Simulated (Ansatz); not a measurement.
Cost and result for the atomization energy of C3H10OSi (`CCC[SiH2]O`) (15 atoms, 14 bonds).

```xyz
15

C    -1.539   -0.646   -0.628
C    -0.064   -1.007   -0.682
C     0.868    0.205   -0.667
Si    0.824    1.246    0.889
O     1.043    0.329    2.248
H    -1.796   -0.108    0.289
H    -2.168   -1.538   -0.674
H    -1.816    0.001   -1.466
H     0.126   -1.599   -1.583
H     0.185   -1.664    0.159
H     0.647    0.864   -1.517
H     1.906   -0.121   -0.801
H     1.950    2.213    0.873
H    -0.460    1.999    0.988
H     0.295   -0.175    2.570
```

Charge 0, multiplicity 1. The structure was optimised at the PBE0-D4/def2-TZVP level. It is one conformer, not always the lowest. Program: Ansatz. All runs use 4 threads of an AMD EPYC 7B13 on a shared host. Times are those of one run each, without the atoms' runs, and a repeat can differ threefold. Electronic energies, without spin–orbit coupling; frozen cores. CCSD(T)/CBS adds CCSD(T) − MP2 in def2-TZVPP to the MP2 limit, and its time is that of the two runs behind it. T1 = 0.010. B3LYP takes the VWN-RPA correlation (the form of Gaussian; ORCA's B3LYP/G).

CCSD(T)/CBS is a level of theory with its own doubt, some kJ/mol a heavy atom from the limit and from the frozen cores, so smaller differences don't rank the functionals.

```
                             level  functions  wall time  atomization (kJ/mol)  difference from CCSD(T)/CBS  per bond
   PBE-D4/def2-TZVPP (with forces)        306        3 s                5714.3                         43.1       3.1
                PBE0-D4/def2-TZVPP        306      3.5 s                5656.1                        -15.1      -1.1
r2SCAN-D4/def2-TZVPP (with forces)        306        5 s                5665.1                         -6.1      -0.4
 B3LYP-D4/def2-TZVPP (with forces)        306        6 s                5658.6                        -12.6      -0.9
                 B2PLYP/def2-TZVPP        306        7 s                5602.8                        -68.4      -4.9
                ωB97X-V/def2-TZVPP        306      8.5 s                5673.4                          2.2       0.2
  ωB97M-V/def2-TZVPP (with forces)        306       12 s                5675.6                          4.4       0.3
                    MP2/def2-QZVPP        598       34 s                5666.1                         -5.1      -0.4
                CCSD(T)/def2-TZVPP        306     10 min                5541.3                       -129.9      -9.3
                 CCSD(T)/CBS(def2)          –     11 min                5671.2                          0.0       0.0
```

In def2-TZVPP, CCSD(T) changes the Hartree–Fock value by +1276.3 kJ/mol (the triples alone add +61.7 kJ/mol) and MP2 by +1324.1 kJ/mol; breaking electron pairs costs correlation energy, which Hartree–Fock lacks. From PBE to PBE0 (25 % exact exchange), in def2-TZVPP and without D4, the atomization energy moves by −53.8 kJ/mol: exact exchange takes away binding that semilocal exchange gives to molecules. The D4 term adds +46.4 kJ/mol with B3LYP and +24.7 kJ/mol with PBE0; it sums over pairs of atoms, weighted by their polarisabilities, and B3LYP, whose exchange is more repulsive, gets the larger term.
